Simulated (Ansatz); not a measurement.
`BC(O)OBCl`, 11 atoms. The species carries charge 0 and has multiplicity 1. All runs use 4 threads of a server CPU on a shared host. Correlated methods freeze the cores.

(1) How many basis functions does each run have, and how long does it take in Ansatz? RHF-CCSD(T)/def2-SVP energy; RKS revPBE-D4/def2-TZVPP energy; RKS CAM-B3LYP-D4/def2-TZVPP energy; RKS B3LYP-D4/def2-TZVPP energy and forces; RHF-CCSD(T)/def2-TZVPP energy; RKS PBE0-D4/def2-TZVP relaxation (8 steps); RKS PBE0-D4/def2-TZVP frequencies; RKS PBE0-D4/def2-SVP energy; direct RPA on PBE orbitals/def2-TZVPP energy; RKS ωB97M-V/def2-TZVPP energy and forces; RKS PBE0-D4/def2-QZVPP energy; RHF-MP2/def2-QZVPP energy. (Best estimate.)

## Answers

(1) Computed: Other jobs shared the machine, so times are rough.

```
                                level                   job  functions  wall time  peak host memory (GiB)
                 RKS PBE0-D4/def2-SVP                energy        113     0.65 s                    0.46
             RKS revPBE-D4/def2-TZVPP                energy        267      1.2 s                    0.37
          RKS CAM-B3LYP-D4/def2-TZVPP                energy        267      2.1 s                    0.79
              RKS B3LYP-D4/def2-TZVPP     energy and forces        267        3 s                    0.79
direct RPA on PBE orbitals/def2-TZVPP                energy        267      3.4 s                    0.68
                 RHF-CCSD(T)/def2-SVP                energy        113      3.7 s                    0.61
               RKS PBE0-D4/def2-QZVPP                energy        505        6 s                     1.9
               RKS ωB97M-V/def2-TZVPP     energy and forces        267        6 s                    0.99
                   RHF-MP2/def2-QZVPP                energy        505       15 s                     3.5
                RKS PBE0-D4/def2-TZVP  relaxation (8 steps)        222       18 s                    0.62
               RHF-CCSD(T)/def2-TZVPP                energy        267       56 s                     7.5
                RKS PBE0-D4/def2-TZVP           frequencies        222      100 s                    0.67
```

B3LYP here is the variant with VWN-RPA as its local correlation; programs differ in this.
